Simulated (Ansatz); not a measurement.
Relaxing a trial structure of ClFHNSi2

The starting geometry of this gas-phase singlet was optimised with GFN2-xTB.

```xyz
6

Cl   -1.8642    2.6291    0.9549
F    -1.4945   -2.9089    1.0754
N    -1.5872   -0.3290    0.9605
Si   -2.3363   -1.6596    1.7509
Si   -2.5692    0.8400    1.7572
H    -0.8435   -0.2576    0.2759
```

Predict what it relaxes into with B3LYP-D3(BJ)/def2-SVP.

A bond breaks, giving a structure given below by its coordinates. Contacts that open: Si4–Si5 (2.51 → 3.13 Å).

The energy falls by 0.60 eV over 10 steps:

| step | E − E(last) (eV) |
| --- | --- |
| 1 | 0.603 |
| 2 | 0.308 |
| 3 | 0.105 |
| 4 | 0.060 |
| 5 | 0.020 |
| 6 | 0.004 |
| 7 | 0.001 |
| 8 | 0.000 |
| 9 | 0.000 |
| 10 | 0.000 |

Final geometry (Å):

```csv
atom,x (Å),y (Å),z (Å)
Cl,-1.5402,2.5383,0.6726
F,-1.1989,-2.7802,0.8011
N,-1.8833,-0.3404,1.2265
Si,-2.2896,-1.9773,1.7358
Si,-2.6496,1.1277,1.8081
H,-1.1333,-0.2541,0.5307
```

Frequencies at the end are all real (lowest 99 cm⁻¹). Run with Ansatz 0.2.0, 24 s on 1 thread of Intel(R) Xeon(R) 6975P-C (Granite Rapids), on a shared host.
